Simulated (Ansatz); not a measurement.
```xyz
5

C     0.0000    0.0000    0.0000
F     0.6988    0.6988    0.6988
F     0.6988   -0.6988   -0.6988
F    -0.6988    0.6988   -0.6988
F    -0.6988   -0.6988    0.6988
```

Basis set: 6-31G* (spherical functions). Frozen core: 5 orbitals. Charge 0, multiplicity 1.

Computed with Ansatz (development build ahead of 0.2.0); each method stands on the lowest determinant of its kind that the runs found. Restricted open shells among the atoms or ions are ROHF, correlated in semicanonical orbitals with singles.

Q: Give the atomization energy at this shape (free ground-state atoms in the same class of orbitals less the molecule, no zero-point energy) of singlet CF₄ by RHF-MP2, RHF.

A:

```json
{"method": "RHF-MP2", "atomization energy": "18.53 eV"}
{"method": "RHF", "atomization energy": "12.79 eV"}
```

Caution: no unrestricted run beside it, a lower state can exist; the shape is not the minimum.
